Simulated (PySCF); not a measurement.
Cost of one run: shielding job, `F[C@H]1C[C@@H]([SiH]([SiH3])[SiH3])C1`.

Method: GIAO PBE0/pcSseg-1 NMR shielding, non-relativistic, gas phase (PySCF 2.14.0, density-fitted response routines). Geometry: GFN2-xTB. Work: shieldings, ring-centre shieldings, charges and field gradients, density fitting. The command runs a driver script over a list of jobs; the input below is this job's line of settings and its coordinates in Å.

Command:
```bash
OMP_NUM_THREADS=1 python probes_run.py task.json out
```

Input:
```
{"job": {"kind": "nmr", "xc": "PBE0", "basis": "pcSseg-1"}, "charge": 0, "multiplicity": 1}
F      3.502186    -0.896345    -0.716764
C      2.660542    -0.467966     0.284404
C      1.809116     0.755458    -0.056909
C      0.572089     0.009104     0.482547
Si    -1.027962     0.064570    -0.565643
Si    -1.708580     2.284689    -0.677264
Si    -2.483273    -1.527867     0.300772
C      1.390062    -1.298259     0.470838
H      3.278826    -0.363407     1.180772
H      2.081405     1.688830     0.431239
H      1.770994     0.912208    -1.133566
H      0.370745     0.314493     1.511782
H     -0.574221    -0.371688    -1.907076
H     -2.928148     2.421037    -1.476280
H     -0.717119     3.190177    -1.264712
H     -2.014176     2.826421     0.650580
H     -2.840489    -1.235740     1.692442
H     -3.736415    -1.559535    -0.456120
H     -1.955498    -2.895033     0.297843
H      1.344958    -1.924481     1.359394
H      1.196038    -1.909722    -0.408749
```

Hardware: one thread of an Intel Xeon at 2.50 GHz, shared host with 64 logical CPUs at a one-minute load of 62. PySCF's memory limit was set to 1040 MB.

The basis has 222 functions.

Task: Which is nearest to the wall time?
A. 16 min
B. 15 s
C. 2.0 min

Result: C. The run took 2.0 min. The SCF took 12 cycles.

Task: Estimate the peak memory.

Result: About 1.1 GiB. Peak memory is the resident size of the whole Python process, interpreter and libraries included.

The SCF part of the output:
```
coarse grid: 18368 points
cycle   1  E = -1127.7097482009  dE =  5.443e-01  |g| = 5.157e-01  |ddm| = 4.069e+00
cycle   2  E = -1127.6849314105  dE =  2.482e-02  |g| = 6.675e-01  |ddm| = 9.114e-01
cycle   3  E = -1127.7618972724  dE = -7.697e-02  |g| = 4.502e-02  |ddm| = 5.259e-01
cycle   4  E = -1127.7621297488  dE = -2.325e-04  |g| = 2.496e-02  |ddm| = 4.752e-02
cycle   5  E = -1127.7622626746  dE = -1.329e-04  |g| = 5.923e-03  |ddm| = 2.506e-02
cycle   6  E = -1127.7622699130  dE = -7.238e-06  |g| = 1.703e-03  |ddm| = 7.310e-03
final grid: 162056 points
cycle   7  E = -1127.8155880209  dE = -3.286e-05  |g| = 1.022e-02  |ddm| = 2.910e-02
cycle   8  E = -1127.8155596426  dE =  2.838e-05  |g| = 1.532e-02  |ddm| = 2.325e-02
cycle   9  E = -1127.8156127451  dE = -5.310e-05  |g| = 9.201e-04  |ddm| = 1.377e-02
cycle  10  E = -1127.8156128786  dE = -1.335e-07  |g| = 2.611e-04  |ddm| = 9.842e-04
cycle  11  E = -1127.8156128889  dE = -1.033e-08  |g| = 5.370e-05  |ddm| = 2.292e-04
cycle  12  E = -1127.8156128895  dE = -5.714e-10  |g| = 1.959e-05  |ddm| = 7.528e-05
converged SCF energy = -1127.8156128895
```

On the final grid dE counts from the start density on that grid.

The host was shared with other jobs, so the times are rough.
